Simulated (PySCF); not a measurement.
C2H6N, charge +1. Atoms are numbered in the order given.

```xyz
9

C     -0.2332     1.2312     0.0000
N      0.4105     0.1356     0.0000
C     -0.1673    -1.2145     0.0000
H     -1.3171     1.2177     0.0000
H      0.3052     2.1716     0.0000
H      1.4290     0.1801     0.0000
H      0.1816    -1.7385     0.8893
H     -1.2512    -1.1420     0.0000
H      0.1816    -1.7385    -0.8893
```
Charge +1, spin multiplicity 1.

Geometry: B3LYP-D3(BJ)/def2-TZVP. The isomer is the one that the SMILES or the coordinates give; other isomers of the formula were not compared.

Calculation: PBE/def2-TZVPD (PySCF).

Isolated molecule, no solvent.

| Property | Value |
|---|---|
| total energy | -134.16664 hartree |
| point group | Cs |
| highest occupied level | -14.73 eV |
| lowest empty level | -8.96 eV |
| orbital gap | 5.77 eV |
| dipole moment about the centre of nuclear charge | 1.21 D |
| mean static polarisability | 30.3 bohr³ (4.49 Å³) |
| polarisability, principal values | 22.4, 27.8, 40.8 bohr³ |
